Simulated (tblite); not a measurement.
Species: C7H19NP (charge +1).
Atom-mapped SMILES: `[CH3:1][CH2:2][N:3]([CH2:4][CH3:5])[P+:6]([CH3:7])([CH3:8])[CH3:9]` (hydrogens: H10, H11, H12 on C1; H13, H14 on C2; H15, H16 on C4; H17, H18, H19 on C5; H20, H21, H22 on C7; H23, H24, H25 on C8; H26, H27, H28 on C9)

Structure used (GFN2-xTB), in Å, numbered top down from 1:
```xyz
28
C7H19NP angstrom
C      1.1861    2.1103    1.0590
C      1.4609    1.1004   -0.0477
N      0.5913   -0.0741    0.0073
C      1.0192   -1.1426    0.9184
C      1.9524   -2.1171    0.2124
P     -1.0041    0.0118   -0.3862
C     -1.2336    1.2820   -1.6482
C     -2.1414    0.3509    1.0012
C     -1.4924   -1.5826   -1.0946
H      1.9172    2.9124    1.0154
H      1.2541    1.6439    2.0389
H      0.1945    2.5466    0.9492
H      2.4874    0.7385    0.0281
H      1.3520    1.5754   -1.0243
H      1.5237   -0.7027    1.7821
H      0.1390   -1.6761    1.2885
H      1.4520   -2.5908   -0.6280
H      2.8367   -1.6067   -0.1586
H      2.2705   -2.8884    0.9075
H     -1.0286    2.2738   -1.2502
H     -2.2697    1.2451   -1.9826
H     -0.5792    1.0806   -2.4951
H     -3.1698    0.3137    0.6475
H     -1.9425    1.3346    1.4224
H     -2.0096   -0.3987    1.7805
H     -0.8683   -1.7975   -1.9607
H     -2.5347   -1.5304   -1.4048
H     -1.3843   -2.3850   -0.3674
```

Calculated harmonic vibrations of the isolated species, GFN2-xTB (tblite), most abundant isotopes, no scaling. Errors from tens to a few hundred cm⁻¹ against measured bands are possible. One conformer, not necessarily the lowest.

Harmonic wavenumbers (cm⁻¹): 59.5, 81.1, 96.5, 117.1, 128.9, 161.1, 175.2, 195.0, 203.1, 206.8, 226.3, 244.2, 253.4, 259.7, 317.5, 330.9, 383.9, 479.0, 633.2, 726.5, 755.2, 763.0, 773.7, 807.6, 812.9, 828.1, 838.8, 901.7, 905.4, 910.2, 966.7, 987.8, 1050.9, 1076.9, 1083.8, 1088.4, 1175.0, 1199.4, 1246.6, 1295.7, 1313.2, 1316.8, 1319.3, 1320.9, 1324.5, 1394.0, 1397.9, 1400.5, 1406.9, 1408.3, 1411.6, 1411.9, 1416.4, 1460.5, 1477.1, 1480.3, 1486.2, 1489.5, 1489.9, 2945.0, 2967.1, 2980.2, 2996.1, 3004.0, 3005.7, 3006.3, 3009.4, 3012.2, 3014.2, 3016.2, 3017.8, 3019.5, 3023.9, 3045.6, 3051.0, 3057.9, 3062.4, 3063.1.

A = 1452, B = 1187, C = 871.6 MHz; mass 148.126 u (most abundant isotopes); point group C1, symmetry number 1.

Problem. What is the zero-point energy?

Solution. ½Σν̃ = 54385 cm⁻¹ = 650.59 kJ/mol.

Problem. What is S at 273.15 K and 1 bar for an ideal gas of classical rigid rotors and harmonic oscillators?

Solution. Translation 169.37, rotation 123.38, vibration 168.93: S = 461.7 J/(mol K).

Problem. And Cp and H(273.15 K) − H(0)?

Solution. Cp = 206.32 J/(mol K), of which vibrations give 173.07 (their classical limit is 78 R = 648.5); H(273.15 K) − H(0) = 34.20 kJ/mol without the zero-point energy, 25.12 from vibrations.

Problem. Blend soft modes into free rotors: weight 1/[1 + (100 cm⁻¹/ν̃)⁴] for the oscillator and the rest for a rotor with moment μB/(μ + B), μ = h/(8π²ν), B = 10⁻⁴⁴ kg m². What vibrational entropy results?

Solution. 161.19 J/(mol K) in place of 168.93, which changes −T·S at 273.15 K by +2.12 kJ/mol.

Problem. How do the functions run with temperature in this model?

Solution. 
```csv
T (K),S (J/(mol K)),Cp (J/(mol K)),H − H(0) (kJ/mol),G − H(0) (kJ/mol),ln q(vib)
150,359.8,141.1,12.87,-41.10,4.14
250,444.0,193.5,29.58,-81.42,8.32
298.15,480.4,220.5,39.54,-103.68,10.26
400,553.3,278.0,64.95,-156.35,14.28
600,684.8,372.0,130.44,-280.41,21.85
900,855.1,467.6,257.46,-512.14,32.46
```

q(vib) and H(0) count from the zero-point level.

Hindered rotation and anharmonicity are outside this model. Other conformers, if any are populated, would add a mixing term that is left out. The structure is chiral; the term R ln 2 for an equal mix with its mirror image is left out.
